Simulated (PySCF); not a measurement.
Solvent effects on NMR parameters

Bonds (- single, = double, # triple, : aromatic): C1-C2, C2#C3, C3-Si4, Si4-P5, Si4-C6, C6-C7, C7-Si8. C1 carries H9, H10, H11; Si4 carries H12; P5 carries H13, H14; C6 carries H15, H16; C7 carries H17, H18; Si8 carries H19, H20, H21. Stereochemistry as in CC#C[Si@@H](P)CC[SiH3]. H15, H18 are pro-R; H16, H17 are pro-S.

GIAO PBE0/pcSseg-1 in PySCF on one PBE0-D3(BJ)/def2-SVP conformer, non-relativistic, equivalent nuclei averaged. Solvents enter as an IEF-PCM continuum (tetrahydrofuran with ε = 7.4, acetone with ε = 20.5) around the gas-phase geometry. Shifts are referred to TMS, PH3 computed in the same medium.

In tetrahydrofuran, δ in ppm: C2 120.4, C3 82.3, C6 13.4, C1 6.1, C7 3.3, Si4 -38.7, Si8 -58.9, P5 -10.0, H12 4.82, H19/H20/H21 3.81, H9/H10/H11 2.09, H13/H14 1.85, H16 0.97, H15 0.68. Dipole moment 2.14 D.

Task: How does each δ change in the more polar medium?

Result: 
| atoms | environment | Δδ, acetone |
| --- | --- | --- |
| C2 | alkyne carbon | +0.6 |
| C3 | alkyne carbon | -0.1 |
| C6 | sp3 CH2 bonded to Si | +0.2 |
| C1 | propargylic methyl carbon | 0.0 |
| C7 | sp3 CH2 bonded to Si | +0.1 |
| Si4 | silicon bonded to 2 C, P, H | 0.0 |
| Si8 | silicon bonded to C, 3 H | 0.0 |
| P5 | phosphorus bonded to Si, 2 H | 0.0 |
| H12 | hydrogen on a silicon bonded to 2 C, P | -0.01 |
| H19/H20/H21 | hydrogen on a silicon bonded to C | -0.01 |
| H9/H10/H11 | hydrogen on a propargylic methyl carbon | +0.02 |
| H13/H14 | hydrogen on a phosphorus bonded to Si | +0.04 |
| H16 | hydrogen on an sp3 CH2 bonded to Si | +0.02 |
| H15 | hydrogen on an sp3 CH2 bonded to Si | -0.01 |

Changes are relative to tetrahydrofuran. The dipole moment becomes 2.17 D in acetone.

Task: Which of the listed nuclei move most (in ppm), and what does the model miss?

Result: C2 (alkyne carbon, +0.6 ppm) in acetone. A continuum only polarises the solute; specific hydrogen bonds, the anisotropy of aromatic solvents and changes of geometry or conformer are outside it.
